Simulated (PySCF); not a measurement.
C4H11Ge (SMILES C[C](C)[CH2][GeH3]), doublet, at a GFN2-xTB geometry; PySCF with HF/3-21G.

Here is a job for PySCF.
```python
from pyscf import gto, scf

mol = gto.Mole()
mol.atom = '''
    C    -1.85035356    1.56009507    0.14592461
    C    -1.57669076    0.11504733   -0.06642678
    C    -2.07325179   -0.86283119    0.93630274
    C    -0.47103887   -0.27125152   -0.93856462
    Ge    1.35925460   -0.13968053   -0.06768165
    H    -2.85248235    1.71641892    0.54198171
    H    -1.74655752    2.11849549   -0.78413121
    H    -1.14053095    1.99270829    0.86601577
    H    -1.39644362   -0.91652367    1.80145150
    H    -2.13128078   -1.86437527    0.51056702
    H    -3.05654015   -0.57954374    1.30802397
    H    -0.56352042   -1.30878474   -1.26621876
    H    -0.41699272    0.36701745   -1.82302937
    H     1.48452088   -1.01152390    1.14606699
    H     2.47398997   -0.54191736   -0.99123372
    H     1.67770040    1.25144752    0.39290304
'''
mol.basis = '3-21g'
mol.spin = 1
mol.verbose = 4
mol.build()

mf = scf.UHF(mol)
mf.kernel()
mf.analyze()
```

It wrote (shortened):

```
PySCF version 2.14.0

[INPUT] verbose = 4
[INPUT] num. atoms = 16
[INPUT] num. electrons = 67
[INPUT] charge = 0
[INPUT] spin (= nelec alpha-beta = 2S) = 1
[INPUT] symmetry False subgroup None
[INPUT] Mole.unit = angstrom
[INPUT] Symbol           X                Y                Z      unit          X                Y                Z       unit  Magmom
[...]
nuclear repulsion = 345.826716599852
number of shells = 52
number of NR pGTOs = 147
number of NR cGTOs = 80
basis = 3-21g
ecp = {}

******** <class 'pyscf.scf.uhf.UHF'> ********
method = UHF
initial guess = minao
damping factor = 0
level_shift factor = 0
DIIS = <class 'pyscf.scf.diis.CDIIS'>
diis_start_cycle = 1
diis_space = 8
diis_damp = 0
SCF conv_tol = 1e-09
SCF conv_tol_grad = None
SCF max_cycles = 50
direct_scf = True
direct_scf_tol = 1e-13
number electrons alpha = 34  beta = 33
Set gradient conv threshold to 3.16228e-05
init E= -2220.92639280237

cycle= 1 E= -2222.23059937475  delta_E= -1.3  |g|= 0.237  |ddm|= 2.43
cycle= 2 E= -2222.2833862496  delta_E= -0.0528  |g|= 0.0782  |ddm|= 0.433
cycle= 3 E= -2222.29045918424  delta_E= -0.00707  |g|= 0.0314  |ddm|= 0.178
cycle= 4 E= -2222.29159952821  delta_E= -0.00114  |g|= 0.0135  |ddm|= 0.0713
cycle= 5 E= -2222.29194360336  delta_E= -0.000344  |g|= 0.00492  |ddm|= 0.0476
cycle= 6 E= -2222.29198345906  delta_E= -3.99e-05  |g|= 0.00219  |ddm|= 0.0155
cycle= 7 E= -2222.2919918458  delta_E= -8.39e-06  |g|= 0.000852  |ddm|= 0.00713
cycle= 8 E= -2222.2919933445  delta_E= -1.5e-06  |g|= 0.000345  |ddm|= 0.00301
cycle= 9 E= -2222.2919935949  delta_E= -2.5e-07  |g|= 0.000155  |ddm|= 0.00125
cycle= 10 E= -2222.29199364755  delta_E= -5.27e-08  |g|= 6.04e-05  |ddm|= 0.000605
cycle= 11 E= -2222.29199365516  delta_E= -7.62e-09  |g|= 1.78e-05  |ddm|= 0.000241
cycle= 12 E= -2222.29199365582  delta_E= -6.51e-10  |g|= 7.37e-06  |ddm|= 6.32e-05
Extra cycle  E= -2222.29199365591  delta_E= -9.37e-11  |g|= 4.75e-06  |ddm|= 2.01e-05
converged SCF energy = -2222.29199365591  <S^2> = 0.76791809  2S+1 = 2.0178385
**** SCF Summaries ****
Total Energy =                       -2222.291993655909664
Nuclear Repulsion Energy =             345.826716599851693
One-electron Energy =                -3782.564138871083287
Two-electron Energy =                 1214.445428615322044
Two-electron Coulomb Energy =         1316.479738736623858
DFT Exchange-Correlation Energy =     -102.034310121301814
**** MO energy ****
                             alpha | beta                alpha | beta
[...]
spin_pop of  7 H 1s        0.06039
spin_pop of  7 H 2s        0.00003
spin_pop of  8 H 1s        0.06031
spin_pop of  8 H 2s        0.00003
spin_pop of  9 H 1s        0.01855
spin_pop of  9 H 2s       -0.00000
spin_pop of  10 H 1s        0.01453
spin_pop of  10 H 2s       -0.00003
spin_pop of  11 H 1s        0.02150
spin_pop of  11 H 2s        0.00008
spin_pop of  12 H 1s        0.02208
spin_pop of  12 H 2s        0.00008
spin_pop of  13 H 1s       -0.00427
spin_pop of  13 H 2s        0.00000
spin_pop of  14 H 1s        0.00485
spin_pop of  14 H 2s        0.00008
spin_pop of  15 H 1s       -0.00436
spin_pop of  15 H 2s        0.00000
 ** Mulliken Spin Density (per atom)  **
spin density of  0 C =     -0.10436
spin density of  1 C =      0.99828
spin density of  2 C =     -0.10438
spin density of  3 C =     -0.13088
spin density of  4 Ge =      0.11451
spin density of  5 H =      0.01509
spin density of  6 H =      0.01786
spin density of  7 H =      0.06042
spin density of  8 H =      0.06034
spin density of  9 H =      0.01854
spin density of  10 H =      0.01451
spin density of  11 H =      0.02158
spin density of  12 H =      0.02217
spin density of  13 H =     -0.00427
spin density of  14 H =      0.00494
spin density of  15 H =     -0.00435
 ** Mulliken pop alpha/beta on meta-lowdin orthogonal AOs **
 ** Mulliken pop       alpha | beta **
In total            34.00000 | 33.00000
 ** Mulliken atomic charges   ( Nelec_alpha | Nelec_beta ) **
charge of  0C =     -0.26746  (     3.08155      3.18591 )
charge of  1C =      0.00943  (     3.49443      2.49615 )
charge of  2C =     -0.26752  (     3.08157      3.18595 )
charge of  3C =     -0.37278  (     3.12095      3.25183 )
charge of  4Ge =      0.53755  (    15.78848     15.67397 )
charge of  5H =      0.09189  (     0.46160      0.44651 )
charge of  6H =      0.08979  (     0.46404      0.44618 )
charge of  7H =      0.08465  (     0.48789      0.42746 )
charge of  8H =      0.08466  (     0.48784      0.42750 )
charge of  9H =      0.08990  (     0.46432      0.44578 )
charge of  10H =      0.09181  (     0.46135      0.44684 )
charge of  11H =      0.09700  (     0.46229      0.44071 )
charge of  12H =      0.09706  (     0.46255      0.44039 )
charge of  13H =     -0.12311  (     0.55942      0.56369 )
charge of  14H =     -0.11971  (     0.56232      0.55739 )
charge of  15H =     -0.12314  (     0.55939      0.56375 )
Dipole moment(X, Y, Z, Debye): -0.56927, -0.01778, -0.19094
```
